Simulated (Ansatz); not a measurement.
Calculated with Ansatz (gas phase, PBE0-D4/def2-TZVP geometries, no zero-point term in ΔE). CBS: MP2 limit from def2 TZ/QZ plus the TZ coupled-cluster correction, frozen cores. One conformer a species, not always the lowest.

Reaction (ligand exchange at the Al–C bond): `C[CH]([AlH2])CO` + `NCF` → `FC[NH][AlH2]` + `CCCO`

```csv
species,HF/CBS(def2) energy (Eh)
`C[CH]([AlH2])CO`,-435.69721
`NCF`,-194.17707
`FC[NH][AlH2]`,-436.71476
`CCCO`,-193.20827
```

Q: Work out ΔE.

A: ΔE = (-436.71476) + (-193.20827) − (-435.69721) − (-194.17707) = -0.04875 Eh = -1.33 eV. CCSD(T)/CBS gives -1.19 eV.

Largest T1 diagnostic among the species: 0.012.

The D4 term adds +0.04 eV with B3LYP and +0.02 eV with PBE0; it sums over pairs of atoms, weighted by their polarisabilities, and B3LYP, whose exchange is more repulsive, gets the larger term. In def2-TZVPP, CCSD(T) changes the Hartree–Fock value by +0.11 eV (the triples alone add +0.02 eV) and MP2 by +0.11 eV.

B3LYP here is the variant with VWN-RPA as its local correlation; programs differ in this.
